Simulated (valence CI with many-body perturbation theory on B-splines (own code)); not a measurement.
## E1 line list for Nd29+

Method: valence CI with perturbative core correlation (CI+MBPT): three valence electrons over a frozen Dirac-Fock core [Ar] 3d10, a basis of 11 s, 11 p, 10 d, 8 f, 5 g, 2 h functions for each j, with the one-electron correlation potential Σ1, the two-electron term Σ2, the three-electron term Σ3, Breit, model QED; selected CI, second order for the rest, scaled by the run's own slope (own B-spline code, finite nucleus).

The last digits are not significant, and no measured levels were compared; by estimate large intervals hold to a few tenths of a per cent, small ones and those within an open d or f shell to about a per cent.

Lines 151 to 200 of 557 in falling wavelength, among levels below 459.43 eV, chosen from the strongest by gf and those to the six lowest levels. Wavelengths and rates use the calculated energies. Electric multipoles are in the length gauge, E1 and E2 with the static RPA response of the core. Weak lines are less certain than strong ones. Lines between different terms over intervals too small for the method are left out, as are lines whose strength nearly cancels. Where a level lies close to another of its J and parity, the split of strength between their lines is uncertain. The highest levels of a list are the least certain.

Levels are named by their leading jj configuration (3d3/2^4 stands for four electrons in 3d with j = 3/2), which in mixed levels can hold well under half, so a name can repeat and another be missing. Letters in brackets count levels of one name in rising energy.

```
λ vac (Å)                          Upper                          Lower   A (s⁻¹)  S (a.u.) with core polarisation  S without
    117.8  (4p1/2 4p3/2 4d3/2) J=1/2 [a]          (4p1/2 4p3/2^2) J=3/2  6.98e+10                         1.13e-01   1.21e-01
    117.8         (4s 4p1/2 4d3/2) J=1/2     (4s 4p1/2 4p3/2) J=3/2 [b]  1.56e+08                         2.52e-04   2.62e-04
    117.7     (4s 4p1/2 4d5/2) J=5/2 [a]     (4s 4p1/2 4p3/2) J=3/2 [b]  2.94e+09                         1.42e-02   1.53e-02
    117.7     (4s 4p3/2 4f5/2) J=5/2 [c]             (4s^2 4f5/2) J=5/2  1.03e+11                         4.95e-01   5.32e-01
    117.5  (4p1/2 4p3/2 4d5/2) J=5/2 [c]     (4s 4p1/2 4d5/2) J=5/2 [a]  3.20e+10                         1.54e-01   1.65e-01
    116.8         (4s 4p1/2 4d3/2) J=5/2         (4s 4p1/2 4p3/2) J=5/2  4.07e+10                         1.92e-01   2.06e-01
    116.8     (4s 4p3/2 4f7/2) J=7/2 [b]             (4s^2 4f7/2) J=7/2  6.14e+10                         3.86e-01   4.15e-01
    116.7         (4p3/2 4d5/2^2) J=11/2          (4p3/2^2 4d5/2) J=9/2  1.68e+10                         1.58e-01   1.70e-01
    116.6  (4p3/2 4d3/2 4d5/2) J=7/2 [b]         (4s 4p1/2 4f7/2) J=5/2  3.56e+10                         2.23e-01   2.38e-01
    116.4  (4p1/2 4p3/2 4d5/2) J=5/2 [a]         (4s 4p1/2 4d3/2) J=5/2  3.23e+10                         1.51e-01   1.62e-01
    116.4             (4s 4d5/2^2) J=7/2     (4s 4p3/2 4d5/2) J=5/2 [b]  2.43e+10                         1.52e-01   1.64e-01
    116.4     (4s 4p3/2 4f5/2) J=5/2 [b]     (4s 4p3/2 4d5/2) J=5/2 [b]  2.92e+10                         1.37e-01   1.47e-01
    116.3     (4s 4p3/2 4f7/2) J=7/2 [b]             (4s^2 4f5/2) J=5/2  1.89e+11                         1.17e+00   1.25e+00
    115.9      (4p1/2 4p3/2 4f5/2) J=9/2     (4s 4p1/2 4f7/2) J=7/2 [b]  1.60e+10                         1.23e-01   1.32e-01
    115.8     (4s 4p1/2 4d3/2) J=3/2 [a]     (4s 4p1/2 4p3/2) J=3/2 [a]  4.54e+10                         1.39e-01   1.49e-01
    115.4          (4p1/2 4d5/2^2) J=9/2  (4p1/2 4p3/2 4d5/2) J=7/2 [b]  3.50e+10                         2.66e-01   2.86e-01
    114.0     (4s 4d3/2 4d5/2) J=7/2 [b]     (4s 4p3/2 4d3/2) J=5/2 [b]  9.80e+10                         5.73e-01   6.17e-01
    113.7          (4p3/2^2 4f5/2) J=9/2          (4p3/2^2 4d3/2) J=7/2  1.85e+10                         1.34e-01   1.44e-01
    113.3  (4p1/2 4p3/2 4d5/2) J=5/2 [b]         (4s 4p1/2 4d3/2) J=5/2  3.02e+10                         1.30e-01   1.39e-01
    113.1     (4s 4p3/2 4d3/2) J=3/2 [c]             (4s^2 4d3/2) J=3/2  1.88e+11                         5.37e-01   5.77e-01
    112.8     (4s 4p3/2 4d3/2) J=3/2 [a]             (4s 4p3/2^2) J=5/2  4.53e+10                         1.28e-01   1.38e-01
    112.7  (4p3/2 4d3/2 4d5/2) J=7/2 [b]          (4p3/2^2 4d5/2) J=9/2  2.04e+10                         1.16e-01   1.24e-01
    112.3     (4s 4p3/2 4f7/2) J=9/2 [a]     (4s 4p3/2 4d5/2) J=7/2 [b]  2.50e+10                         1.75e-01   1.87e-01
    112.3     (4s 4d3/2 4d5/2) J=3/2 [b]     (4s 4p3/2 4d3/2) J=5/2 [b]  5.13e+10                         1.44e-01   1.54e-01
    111.4  (4p1/2 4d3/2 4d5/2) J=7/2 [b]  (4p1/2 4p3/2 4d5/2) J=5/2 [b]  2.57e+10                         1.40e-01   1.51e-01
    111.2          (4p3/2^2 4f5/2) J=9/2          (4p3/2^2 4d5/2) J=9/2  3.99e+10                         2.70e-01   2.90e-01
    111.0         (4s 4p1/2 4d3/2) J=5/2     (4s 4p1/2 4p3/2) J=3/2 [a]  1.19e+10                         4.81e-02   5.14e-02
    111.0          (4p3/2^2 4f5/2) J=7/2      (4p3/2^2 4d5/2) J=5/2 [b]  4.69e+10                         2.53e-01   2.71e-01
    110.9          (4p1/2 4d5/2^2) J=5/2  (4p1/2 4p3/2 4d5/2) J=7/2 [b]  4.57e+10                         1.85e-01   1.98e-01
    110.7     (4s 4p3/2 4d3/2) J=1/2 [b]             (4s 4p3/2^2) J=3/2  8.14e+10                         1.09e-01   1.17e-01
    110.6  (4p3/2 4d3/2 4d5/2) J=5/2 [b]      (4p3/2^2 4d3/2) J=3/2 [a]  2.70e+10                         1.08e-01   1.16e-01
    110.6  (4p3/2 4d3/2 4d5/2) J=7/2 [c]          (4p3/2^2 4d5/2) J=9/2  2.17e+10                         1.16e-01   1.24e-01
    110.6  (4p3/2 4d3/2 4d5/2) J=7/2 [c]     (4s 4p1/2 4f7/2) J=7/2 [c]  2.61e+10                         1.39e-01   1.49e-01
    110.2  (4p1/2 4d3/2 4d5/2) J=7/2 [a]      (4p1/2 4p3/2 4d3/2) J=5/2  4.07e+10                         2.15e-01   2.30e-01
    110.2          (4p1/2^2 4d5/2) J=5/2          (4p1/2^2 4p3/2) J=3/2  5.88e+10                         2.33e-01   2.48e-01
    110.2  (4p3/2 4d3/2 4d5/2) J=7/2 [d]          (4p3/2^2 4d3/2) J=7/2  3.39e+10                         1.79e-01   1.91e-01
    110.0      (4p1/2 4d3/2 4d5/2) J=9/2      (4p1/2 4p3/2 4d3/2) J=7/2  3.90e+10                         2.56e-01   2.75e-01
    109.6          (4p1/2 4d5/2^2) J=9/2      (4p1/2 4p3/2 4d5/2) J=9/2  3.79e+10                         2.47e-01   2.63e-01
    109.6          (4p1/2 4d5/2^2) J=5/2  (4p1/2 4p3/2 4d5/2) J=5/2 [b]  5.05e+10                         1.97e-01   2.11e-01
    109.3         (4s 4p3/2 4f7/2) J=3/2     (4s 4p3/2 4d5/2) J=5/2 [b]  4.50e+10                         1.16e-01   1.25e-01
    109.0     (4s 4p1/2 4d3/2) J=3/2 [b]         (4s 4p1/2 4p3/2) J=5/2  5.25e+09                         1.34e-02   1.44e-02
    109.0  (4p1/2 4d3/2 4d5/2) J=3/2 [a]  (4p1/2 4p3/2 4d3/2) J=3/2 [a]  5.00e+10                         1.28e-01   1.37e-01
    108.9         (4s 4p3/2 4f7/2) J=3/2     (4s 4p3/2 4d3/2) J=3/2 [c]  9.01e+10                         2.30e-01   2.46e-01
    108.8     (4s 4p1/2 4d5/2) J=5/2 [a]         (4s 4p1/2 4p3/2) J=5/2  4.58e+10                         1.75e-01   1.87e-01
    108.7  (4p1/2 4p3/2 4d5/2) J=5/2 [a]          (4p1/2 4p3/2^2) J=3/2  3.04e+10                         1.16e-01   1.24e-01
    108.7             (4s^2 4d3/2) J=3/2             (4s^2 4p3/2) J=3/2  1.35e+11                         3.44e-01   3.69e-01
    108.5          (4p1/2 4d5/2^2) J=3/2  (4p1/2 4p3/2 4d3/2) J=3/2 [b]  4.12e+10                         1.04e-01   1.11e-01
    108.5  (4p1/2 4d3/2 4d5/2) J=7/2 [b]  (4p1/2 4p3/2 4d5/2) J=5/2 [a]  2.22e+10                         1.12e-01   1.20e-01
    108.5  (4p3/2 4d3/2 4d5/2) J=3/2 [c]      (4p3/2^2 4d3/2) J=3/2 [b]  4.56e+10                         1.15e-01   1.23e-01
    108.4     (4s 4p3/2 4f7/2) J=7/2 [a]     (4s 4p3/2 4d5/2) J=7/2 [b]  3.92e+10                         1.97e-01   2.11e-01
```
